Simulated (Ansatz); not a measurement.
A structure relaxed at r2SCAN-D4/def2-SVP in Ansatz, charge 0, singlet:

```xyz
6

Ti   -1.8149   -1.3481   -1.3882
Si   -0.3350   -1.3489    0.3704
Si    1.1883   -1.1065    2.0590
Si   -0.6459    0.6139   -1.1292
Si    0.6238    2.4585   -0.6650
Si    0.9837    0.7311    0.7530
```

Q: Give its formula and point group.

A: TiSi5. Point group C2v (tolerance 0.1 Å).

Q: Summarise the bond lengths by kind (pairs closer than 1.2 times the sum of covalent radii, bridged metal pairs left out).

A: 7 × Si–Si 2.26 to 2.49 Å; 2 × Si–Ti 2.30 Å. The metal has 2 neighbours: Si 2.30 Å, Si 2.30 Å.

The restricted singlet is unstable towards broken spin symmetry at other levels; at r2SCAN-D4/def2-SVP this wasn't settled. The relaxation made no stability test and no search for a lower SCF solution. No other spin state of charge 0 was run. Another isomer (singlet) lies 2.53 eV lower at PBE0-D4/def2-TZVP; other spin states weren't run for this one.
